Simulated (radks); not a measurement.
All-electron atom: Gd2+ in [Xe] 4f7 5d1.

Calculated with a radial shooting solver on a logarithmic mesh with Libxc functionals: Dirac Kohn-Sham, PBE, spin-unpolarised, spherical densities, finite nucleus; open shells fill j = l - 1/2 first; Fermi nuclear charge, rms radius 5.1569 fm.

Energy parts (hartree):
| part | energy |
|---|---|
| total | -11278.6304 |
| kinetic | 12297.3071 |
| electron-nucleus | -27674.5684 |
| Hartree | 4348.1312 |
| exchange-correlation | -249.5002 |

Orbitals (lengths in bohr, moments of r in powers of bohr; <r^-3> diverges for s and p1/2):
orbital	occ.	eigenvalue (hartree)	<r^-3>	<r^2>	small-component weight
1s1/2	2	-1839.513	-	0.0006550	5.68e-02
2s1/2	2	-303.9888	-	0.01022	1.26e-02
2p1/2	2	-288.6956	-	0.007417	1.26e-02
2p3/2	4	-263.1238	9903	0.008652	1.17e-02
3s1/2	2	-67.76843	-	0.06815	3.98e-03
3p1/2	2	-61.13630	-	0.06349	3.92e-03
3p3/2	4	-55.89085	2099	0.07056	3.66e-03
3d3/2	4	-44.43230	352.6	0.05634	3.54e-03
3d5/2	6	-43.28951	313.5	0.05831	3.47e-03
4s1/2	2	-14.04538	-	0.3452	1.26e-03
4p1/2	2	-11.46263	-	0.3632	1.19e-03
4p3/2	4	-10.29582	468.0	0.4018	1.10e-03
4d3/2	4	-6.03957	66.75	0.4609	9.32e-04
4d5/2	6	-5.82865	58.52	0.4761	9.07e-04
5s1/2	2	-2.32542	-	1.997	2.70e-04
5p1/2	2	-1.61459	-	2.517	2.15e-04
5p3/2	4	-1.45400	63.52	2.837	1.92e-04
4f5/2	6	-0.83037	8.250	0.9613	5.36e-04
4f7/2	1	-0.80266	7.950	0.9916	5.26e-04
5d3/2	1	-0.56310	4.266	6.434	8.64e-05
6s1/2	0	-0.55083	-	12.94	4.57e-05
5d5/2	0	-0.54997	3.680	6.699	8.29e-05
6p1/2	0	-0.40776	-	18.14	3.34e-05
6p3/2	0	-0.38715	8.376	19.80	3.12e-05

The highest occupied level is 5d3/2 at -15.323 eV. The electron density at the nucleus is 6.285e+05 e/bohr^3. For comparison, the ionisation energy in NIST's Atomic Spectra Database is 20.54 eV (semi-empirical). In exact Kohn-Sham theory the highest level is minus the ionisation energy, but local and semilocal functionals leave it too shallow, through self-interaction and a potential that decays too fast; potentials with the right tail come closer. The density falls to 0.001 e/bohr^3 at r = 3.69 bohr. Summed over all electrons, <r^2> = 42.49 bohr^2, which gives a Langevin (diamagnetic) susceptibility term of -33.6 x 10^-6 cm^3/mol.

Beside tabulated values, note that spin-unpolarised runs miss the spin-polarisation part of the exchange energy of open shells.
